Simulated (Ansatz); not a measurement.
`[CH3][GaH][C](=N)F`. Charge 0, multiplicity 1.

Cartesian coordinates in Å:
```
C 1.096 0.187 -1.450
Ga -0.684 0.074 -0.651
C -0.756 -0.307 1.310
N -0.078 0.361 2.120
F -1.614 -1.278 1.745
H 1.459 -0.823 -1.665
H 1.790 0.641 -0.741
H 1.099 0.753 -2.381
H -2.052 0.283 -1.383
H -0.260 0.109 3.095
```

Task: What are the harmonic wavenumbers in cm⁻¹ at PBE0-D4/def2-TZVP (Ansatz, finite differences of forces, unscaled)? (Best estimate.)

Result: Ansatz gave: 21, 54, 105, 171, 314, 372, 433, 584, 614, 639, 712, 776, 929, 986, 1212, 1227, 1443, 1448, 1746, 1982, 3052, 3131, 3161, 3449.

Task: Is this a minimum?

Result: Yes, all 24 modes are real.

Task: Give the ideal-gas thermochemistry at 298.15 K and 1 bar (rigid rotor, harmonic oscillator; point group C1, symmetry number 1).

Result: Zero-point energy 170.8 kJ/mol; H(298) − E = 193.5 kJ/mol; entropy 377.0 J/(mol·K), of which translation 169.7, rotation 113.6, vibration 93.6; G(298) − E = 81.1 kJ/mol. Modes under 100 cm⁻¹ are hindered rotations or soft bends, so the harmonic entropy is rough.

Task: And at 400, 500, 600, 800 and 1000 K?

Result: 
```json
{"T (K)": "400", "H − E (kJ/mol)": "205.7", "S (J/mol/K)": "412.0", "G − E (kJ/mol)": "40.9"}
{"T (K)": "500", "H − E (kJ/mol)": "219.3", "S (J/mol/K)": "442.2", "G − E (kJ/mol)": "-1.8"}
{"T (K)": "600", "H − E (kJ/mol)": "234.1", "S (J/mol/K)": "469.3", "G − E (kJ/mol)": "-47.4"}
{"T (K)": "800", "H − E (kJ/mol)": "266.9", "S (J/mol/K)": "516.3", "G − E (kJ/mol)": "-146.1"}
{"T (K)": "1000", "H − E (kJ/mol)": "302.6", "S (J/mol/K)": "556.1", "G − E (kJ/mol)": "-253.5"}
```

Task: Rotational constants (cm⁻¹)?

Result: 0.2146, 0.06455, 0.05462.
